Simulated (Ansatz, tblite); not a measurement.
Cyclo-(X2SiS)n: gap (eV) at several levels, gas phase, relaxed structures; Ansatz, xTB through tblite. The structures are stationary points that may keep the symmetry of their start.

```json
{"species": "cyclo-(H2SiS)2 (Si2H4S2)", "state": "singlet", "geometry": "PBE0-D4/def2-SVP", "GFN1-xTB": "5.50", "GFN2-xTB": "4.18", "PBE-D4/def2-SVP": "4.64", "PBE-D4/def2-TZVP": "4.56", "PBE0-D4/def2-SVP": "6.70", "PBE0-D4/def2-TZVP": "6.61"}
{"species": "cyclo-(Me2SiS)3 (C6H18S3Si3)", "state": "singlet", "geometry": "PBE-D4/def2-SVP", "GFN1-xTB": "6.07", "GFN2-xTB": "4.49", "PBE-D4/def2-SVP": "5.12", "PBE-D4/def2-TZVP": "4.96", "PBE0-D4/def2-SVP": "7.21", "PBE0-D4/def2-TZVP": "7.02"}
```

Problem. Estimate the rows for cyclo-(H2SiS)3 (Si3H6S3) (singlet, PBE-D4/def2-SVP geometry).

Solution. 
```
                 species    state         geometry  GFN1-xTB  GFN2-xTB  PBE-D4/def2-SVP  PBE-D4/def2-TZVP  PBE0-D4/def2-SVP  PBE0-D4/def2-TZVP
cyclo-(H2SiS)3 (Si3H6S3)  singlet  PBE-D4/def2-SVP      5.57      4.22             4.85              4.66              6.91               6.68
```

Over the 3 species that have every level, the mean is 5.71 at GFN1-xTB, 4.30 at GFN2-xTB, 4.87 at PBE-D4/def2-SVP, 4.73 at PBE-D4/def2-TZVP, 6.94 at PBE0-D4/def2-SVP, 6.77 at PBE0-D4/def2-TZVP. Orbital gaps grow with the share of exact exchange and aren't one observable across functionals.
